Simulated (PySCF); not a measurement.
F2H5NSi2.
SMILES: `[SiH](F)(F)[SiH2]N`

Computed with MP2 and CCSD/aug-cc-pVDZ in PySCF, restricted Hartree–Fock reference, 13 core orbitals frozen, non-relativistic, gas phase, PBE0-D3(BJ)/def2-SVP geometry.

E(HF) = -834.28064 Eh.

Problem. How large is the problem?

Solution. 168 basis functions and 58 electrons; 13 orbitals frozen, which leaves o = 16 correlated occupied and v = 139 virtual orbitals. That is o·v = 2224 singles and o·v(o·v + 1)/2 = 2474200 distinct closed-shell doubles amplitudes before symmetry; the costliest CCSD step grows as o²v⁴ = 9.6 × 10^10.

Problem. What are the MP2 and CCSD correlation energies?

Solution. MP2 -0.7952 Eh and CCSD -0.8375 Eh, which gives totals of -835.07583 and -835.11816 Eh. That is 0.712 eV for each correlated electron at CCSD (2199 kJ/mol in all, 0.100 % of the total energy); MP2 gives 94.9 % of the CCSD value.

Problem. What is the T1 diagnostic?

Solution. 0.0138, below the customary warning level of 0.02. It is the norm of the spatial-orbital singles amplitudes over the root of the number of correlated electrons, so the norm is 0.078.

Problem. How does correlation change the dipole moment?

Solution. HF gives 3.63 D and CCSD (unrelaxed density) 3.36 D, a change of -0.27 D.

No triples correction and no basis-set extrapolation were made.

The job also held the EOM ionisation roots. Time: 11 min of wall time; peak memory 3.0 GiB. Hardware: one thread, Arm Neoverse N1 (aarch64), no GPU, shared host with 64 logical CPUs at a one-minute load of 18.

The values belong to the conformer `[NH2:1][SiH2:2][SiH:3]([F:4])[F:5]`: N1–Si2–Si3–F4 -168°, H–N1–Si2–Si3 60°, H–N1–Si2–Si3 -159°.
